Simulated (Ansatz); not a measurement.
Relaxation of H$_{2}$OZn (4 atoms, charge 0, multiplicity 1), to a largest force component of 0.02 eV/Å in at most 50 steps.

Method: RKS CAM-B3LYP/def2-TZVP (Ansatz 0.2.0).

```xyz
4
Properties=species:S:1:pos:R:3
O 0.474 -0.781 0.490
Zn 0.052 0.657 -0.213
H -0.390 -1.327 0.333
H 1.399 -0.571 0.773
```

Q: Where does it end, and by what steps?

A: The run converged. After 9 steps the energy has fallen by 3.331 eV; Zn2 moved furthest, 1.26 Å. The start is strongly strained (largest force component 8 eV/Å), so its close contacts needn't be bonds. Parted: O1–Zn2.

```json
{"step": "0", "energy less start (eV)": "0.0000", "largest force component (eV/Å)": "8.059", "accepted": "yes"}
{"step": "1", "energy less start (eV)": "-1.2029", "largest force component (eV/Å)": "4.502", "accepted": "yes"}
{"step": "2", "energy less start (eV)": "-2.3845", "largest force component (eV/Å)": "2.165", "accepted": "yes"}
{"step": "3", "energy less start (eV)": "-2.9164", "largest force component (eV/Å)": "2.093", "accepted": "yes"}
{"step": "4", "energy less start (eV)": "-3.1950", "largest force component (eV/Å)": "0.806", "accepted": "yes"}
{"step": "5", "energy less start (eV)": "-3.2939", "largest force component (eV/Å)": "0.262", "accepted": "yes"}
{"step": "6", "energy less start (eV)": "-3.3213", "largest force component (eV/Å)": "0.070", "accepted": "yes"}
{"step": "7", "energy less start (eV)": "-3.3282", "largest force component (eV/Å)": "0.186", "accepted": "yes"}
{"step": "8", "energy less start (eV)": "-3.3306", "largest force component (eV/Å)": "0.164", "accepted": "yes"}
{"step": "9", "energy less start (eV)": "-3.3312", "largest force component (eV/Å)": "0.015", "accepted": "yes"}
```

```xyz
4
Properties=species:S:1:pos:R:3
O 0.650 -1.132 0.328
Zn -0.301 1.773 -0.681
H -0.098 -1.616 0.690
H 1.283 -1.048 1.047
```

The run took 24 s on 2 threads of Arm Neoverse N1, with other jobs on the host, peak memory 0.18 GiB.
